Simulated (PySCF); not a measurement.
# Mg⁺ (magnesium, charge +1) across methods

[Ne] 3s1, 2S determinant. Calculation: PySCF 2.14, in x2c-QZVPPall (9s6p5d2f, 66 functions); the spin-free X2C one-electron Hamiltonian (Gaussian nucleus).

| method | E (hartree) | mean ε 2p α (eV) | mean ε 2p β (eV) | mean ε 3s α (eV) | Σ⟨r²⟩ (bohr²) | ⟨S²⟩ |
| --- | --- | --- | --- | --- | --- | --- |
| LC-wPBE | -200.0304 | -61.501 | -61.356 | -15.036 | 13.71 | 0.750 |
| PW91 | -200.0897 | -55.808 | -55.636 | -11.968 | 13.66 | 0.750 |
| B97-3 | -200.0843 | -60.046 | -59.926 | -12.696 | 13.60 | 0.750 |
| UHF | -199.67863 | -70.876 | -70.711 | -14.760 | 13.97 | 0.750 |
| LDA | -199.1595 | -55.771 | -55.616 | -12.002 | 13.58 | 0.750 |
| PBE | -199.9861 | -55.657 | -55.486 | -11.913 | 13.68 | 0.750 |
| wB97M-V | -200.0934 | -62.133 | -61.991 | -14.608 | 13.81 | 0.750 |
| r2SCAN | -200.0818 | -57.033 | -56.904 | -12.056 | 13.69 | 0.750 |
| PBE0 | -200.0033 | -59.740 | -59.573 | -12.724 | 13.70 | 0.750 |
